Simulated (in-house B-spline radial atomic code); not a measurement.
Settings and results of a run for W+. Computed with a B-spline radial code for spherical atoms: Dirac-Kohn-Sham CAM-B3LYP, spherical fractional occupations, Fermi nucleus of rms radius 5.3658 fm.

Command:
```bash
python run_scf.py task.json out
```
Settings (nuclear radius in fm, mass in u):
```
Z                74
configuration    [Xe] 4f14 5d4 6s1
hamiltonian      dirac
method           camb3lyp
spin_polarised   False
nucleus          fermi
rms_radius       5.3658
atomic_mass      183.95093
speed_of_light   137.035999084
```

Output (hartree, bohr):
```
 radial grid: 81 intervals, B-splines of order 8, outer radius 60 bohr

 iter        energy (Eh)    residual
    1      -16162.212447    5.76e-01
    2      -16162.075908    2.13e-01
    3      -16163.126592    8.95e-02
    4      -16163.265821    2.36e-02
    5      -16163.246092    3.97e-02
    6      -16163.279298    1.61e-03
    7      -16163.279355    1.35e-04
    8      -16163.279356    7.72e-06
    9      -16163.279356    5.62e-06
   10      -16163.279356    2.43e-07

 total energy                    -16163.27936
 kinetic                           18200.6294
 electron-nucleus                 -40344.2479
 Hartree                            6305.4693
 exact exchange                      -66.1542
 exchange-correlation               -258.9760

 first-order corrections (not in the total)
   Gaunt                            19.2502
   retardation                      -2.0402
   frequency dependence             -0.3301
   self-energy                      14.0195
   Uehling                          -2.6316
   Wichmann-Kroll                    0.1045
   recoil                            0.0297

 orbital      occ     eigenvalue          <r>       <r^2>       <1/r>     <1/r^2>       r_max    small
 1s1/2      2.000     -2554.1345    0.0183484 0.000463117     87.0412     18206.4     0.01146  7.79e-02
 2s1/2      2.000      -441.8951    0.0769402  0.00706144     21.1857      2477.3     0.06587  1.76e-02
 2p1/2      2.000      -422.5056    0.0636632  0.00504385     21.1482     782.356     0.04897  1.77e-02
 2p3/2      4.000      -372.7621     0.071613  0.00624339     17.7685     431.225      0.0558  1.60e-02
 3s1/2      2.000      -102.4912     0.200489   0.0460975     7.77897      556.72      0.1855  5.81e-03
 3p1/2      2.000       -93.8434     0.190525   0.0423141     7.69305     178.636      0.1737  5.76e-03
 3p3/2      4.000       -83.0558     0.205242    0.048888     6.82003     99.9591      0.1877  5.26e-03
 3d3/2      4.000       -68.4991     0.179669   0.0379252     6.71022     56.4298      0.1471  5.14e-03
 3d5/2      6.000       -66.1573     0.184198   0.0397299     6.50403     52.2755      0.1509  5.01e-03
 4s1/2      2.000       -21.6710     0.449523    0.228347     3.26479     138.417      0.4211  1.91e-03
 4p1/2      2.000       -18.0741     0.454778    0.235635     3.15432      43.469      0.4209  1.82e-03
 4p3/2      4.000       -15.5670     0.487732    0.270729      2.8531     24.4305      0.4503  1.63e-03
 4d3/2      4.000        -9.6505     0.504913    0.295686     2.63686     12.6573      0.4472  1.44e-03
 4d5/2      6.000        -9.1869     0.516318    0.309028     2.56404     11.6879      0.4566  1.39e-03
 5s1/2      2.000        -3.3962      1.07123     1.29027     1.25819      24.684      0.9649  4.21e-04
 5p1/2      2.000        -2.3026      1.17942     1.57767     1.12978     6.86969       1.035  3.47e-04
 5p3/2      4.000        -1.9347      1.28264     1.86786     1.02301     3.83474       1.118  2.97e-04
 4f5/2      6.000        -1.7673     0.600785    0.452218     2.10371     5.64814      0.4265  9.84e-04
 4f7/2      8.000        -1.6835     0.610313    0.467465     2.07277     5.48051      0.4315  9.62e-04
 5d3/2      1.600        -0.4349      1.94936     4.55942     0.67469     1.06562       1.467  1.32e-04
 5d5/2      2.400        -0.4081      2.02636     4.93545    0.648137    0.957743       1.516  1.22e-04
 6s1/2      1.000        -0.4465      3.02683     10.3703    0.418827     2.69323       2.597  5.40e-05
```

Cost of the run: 13 s on 1 thread of Arm Neoverse V2, with other jobs on the host.

For the Dirac Hamiltonian the kinetic term is c α·p + (β - 1)c².

Caution: exact exchange at fractional occupations of open shells leaves self-interaction of up to several eV.
